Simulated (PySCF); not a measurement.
Isomers of C5H8FNO, mass 117.059 u with the commonest isotopes. Computed with PBE0/pcSseg-1 in PySCF (dipole) on a GFN2-xTB geometry, gas phase. One conformer each, none proved a minimum here; rigid rotors.

Question: Order these by out-of-plane moment Σ m c² = (Ia + Ib − Ic)/2, largest first.
A. `[CH2:1]=[C:2]([F:3])[CH2:4][NH:5][C:6]([CH3:7])=[O:8]` with C1–C2–C4–N5 101°, C2–C4–N5–C6 -104°, C4–N5–C6–C7 176°
B. `[CH3:1][C:2](=[O:3])[NH:4]/[C:5]([CH3:6])=[CH:7]\[F:8]` with C1–C2–N4–C5 180°, C2–N4–C5–C6 0°
C. `[CH3:1][C@@H:2]1[C:3](=[O:4])[NH:5][CH2:6][C@H:7]1[F:8]` with C1–C2–C3–O4 67°, C2–C3–N5–C6 -1°, C3–N5–C6–C7 -9°, N5–C6–C7–F8 -104°

Answer: C (49.39 u·Å²), A (37.42 u·Å²), B (3.12 u·Å²).

Question: Order these by rotational constant C, smallest first.
A. `[CH2:1]=[C:2]([F:3])[CH2:4][NH:5][C:6]([CH3:7])=[O:8]` with C1–C2–C4–N5 101°, C2–C4–N5–C6 -104°, C4–N5–C6–C7 176°
B. `[CH3:1][C:2](=[O:3])[NH:4]/[C:5]([CH3:6])=[CH:7]\[F:8]` with C1–C2–N4–C5 180°, C2–N4–C5–C6 0°
C. `[CH3:1][C@@H:2]1[C:3](=[O:4])[NH:5][CH2:6][C@H:7]1[F:8]` with C1–C2–C3–O4 67°, C2–C3–N5–C6 -1°, C3–N5–C6–C7 -9°, N5–C6–C7–F8 -104°

Answer: B (975.5 MHz), A (1003 MHz), C (1464 MHz).

Question: Order these by rotational constant B, smallest first.
A. `[CH3:1][C@@H:2]1[C:3](=[O:4])[NH:5][CH2:6][C@H:7]1[F:8]` with C1–C2–C3–O4 67°, C2–C3–N5–C6 -1°, C3–N5–C6–C7 -9°, N5–C6–C7–F8 -104°
B. `[CH2:1]=[C:2]([F:3])[CH2:4][NH:5][C:6]([CH3:7])=[O:8]` with C1–C2–C4–N5 101°, C2–C4–N5–C6 -104°, C4–N5–C6–C7 176°
C. `[CH3:1][C:2](=[O:3])[NH:4]/[C:5]([CH3:6])=[CH:7]\[F:8]` with C1–C2–N4–C5 180°, C2–N4–C5–C6 0°

Answer: B (1119 MHz), C (1365 MHz), A (1888 MHz).

```
                SMILES  point group  Ia (u·Å²)  Ib (u·Å²)  Ic (u·Å²)      κ  μa (D)  μb (D)  μc (D)
      CC(=O)N/C(C)=C\F           Cs     154.13     370.19     518.08  -0.66    0.90    1.32    0.00
        C=C(F)CNC(C)=O           C1     127.22     451.56     503.94  -0.92    0.21    2.31    0.17
C[C@@H]1C(=O)NC[C@H]1F           C1     176.27     267.70     345.19  -0.40    2.32    0.38    2.98
```
